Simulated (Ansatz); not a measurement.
Start from `O[SiH](Cl)O[SiH2]Cl` and change one atom or group to get `C[Si@@H](O)O[Si@H](O)Cl`.

Ansatz, PBE0-D4/def2-TZVP geometries, multiplicity 1. Each molecule was computed in one conformer, which needn't be the lowest.

| property | `O[SiH](Cl)O[SiH2]Cl` |
| --- | --- |
| HOMO–LUMO gap (ωB97M-V/def2-TZVPP) / eV | 13.26 |
| HOMO energy (B3LYP/def2-TZVPP) / eV | -8.84 |
| size of the dipole moment (B3LYP/def2-TZVPP) / D | 1.11 |
| LUMO energy (PBE0/def2-TZVPP) / eV | 0.17 |
| HOMO–LUMO gap (B3LYP/def2-TZVPP) / eV | 8.80 |
| LUMO energy (ωB97M-V/def2-TZVPP) / eV | 1.91 |

Task: Give the same properties after the change, and the shifts. (Best estimate.)

Result: The calculation gave: 
```tsv
property	`C[Si@@H](O)O[Si@H](O)Cl`	shift
HOMO–LUMO gap (ωB97M-V/def2-TZVPP) / eV	12.98	-0.28
HOMO energy (B3LYP/def2-TZVPP) / eV	-8.50	0.34
size of the dipole moment (B3LYP/def2-TZVPP) / D	2.05	0.94
LUMO energy (PBE0/def2-TZVPP) / eV	0.43	0.26
HOMO–LUMO gap (B3LYP/def2-TZVPP) / eV	8.60	-0.20
LUMO energy (ωB97M-V/def2-TZVPP) / eV	1.95	0.04
```

With PBE0 the HOMO rises by 0.35 eV and the LUMO rises by 0.26 eV, so the gap narrows by about 0.09 eV. PBE moves the HOMO by 0.38 eV and ωB97M-V by 0.31 eV. Dipoles are sizes alone; their direction can turn.

B3LYP here is the variant with VWN-RPA as its local correlation; programs differ in this.
